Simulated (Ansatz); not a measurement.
Computed with Ansatz on PBE0-D4/def2-TZVP structures; ΔE is electronic, products minus reactants. CCSD(T)/CBS is the MP2 limit (def2-TZVPP, def2-QZVPP) plus CCSD(T) − MP2 in def2-TZVPP, frozen cores. This one scheme is used for every species. Functionals use def2-TZVPP. B3LYP here is the variant with VWN-RPA as its local correlation; programs differ in this. One conformer a species, not always the lowest.

`O[SiH2][SiH](F)Cl` → `F[Si]Cl` + `O[SiH3]`  (silylene formation by 1,1-elimination)

| level | ΔE (kJ/mol) |
| --- | --- |
| PBE-D4 | 135.7 |
| PBE0-D4 | 147.9 |
| B3LYP-D4 | 125.2 |
| ωB97M-V | 117.9 |
| r2SCAN | 146.3 |
| MP2/def2-TZVPP | 135.3 |
| MP2/def2-QZVPP | 138.9 |
| HF/CBS(def2) | 119.4 |

(1) What does CCSD(T)/CBS give? (Estimate.)

Largest T1 diagnostic among the species: 0.014.

## Answers

(1) Ansatz gave: +133.0 kJ/mol. The listed levels differ from it by 2.7, 14.9, -7.8, -15.1, 13.3, 2.3, 5.9, -13.6 kJ/mol.

In def2-TZVPP, CCSD(T) changes the Hartree–Fock value by +6.2 kJ/mol (the triples alone add +1.1 kJ/mol) and MP2 by +15.1 kJ/mol. From PBE to PBE0 (25 % exact exchange), in def2-TZVPP and without D4, ΔE moves by +13.4 kJ/mol.
